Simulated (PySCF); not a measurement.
C2H5BO3.

```xyz
11

O     -0.1167    -2.1148     0.0000
B     -0.0466    -0.7662     0.0000
O     -1.1603     0.0256     0.0000
C     -0.7379     1.3727     0.0000
C      0.8093     1.3185     0.0000
O      1.1306    -0.0583     0.0000
H      0.7587    -2.5131     0.0000
H     -1.1366     1.8873    -0.8898
H     -1.1366     1.8873     0.8898
H      1.2451     1.8012     0.8901
H      1.2451     1.8012    -0.8901
```
Charge 0, spin multiplicity 1.

Geometry optimised at PBE0-D3(BJ)/def2-SVP. A frequency run showed that this geometry is not a minimum. Other conformers were not sampled.

All values below come from PySCF with PBE/pcSseg-1. Non-relativistic, no solvent.

Computed absolute GIAO shielding of each atom: isotropic value and principal components (ppm):
```csv
atom,σ(iso),σ11,σ22,σ33,span
O1,259.4,181.8,289.4,306.9,125.0
B2,72.9,64.4,66.0,88.1,23.7
O3,237.0,126.0,263.7,321.5,195.5
C4,109.4,72.3,96.5,159.4,87.1
C5,110.3,74.8,96.7,159.4,84.6
O6,233.3,127.1,251.9,321.1,194.0
H7,28.4,21.7,25.1,38.4,16.6
H8,26.9,23.3,25.3,31.9,8.6
H9,26.9,23.3,25.3,31.9,8.6
H10,27.0,23.4,25.4,32.1,8.6
H11,27.0,23.4,25.4,32.1,8.6
```
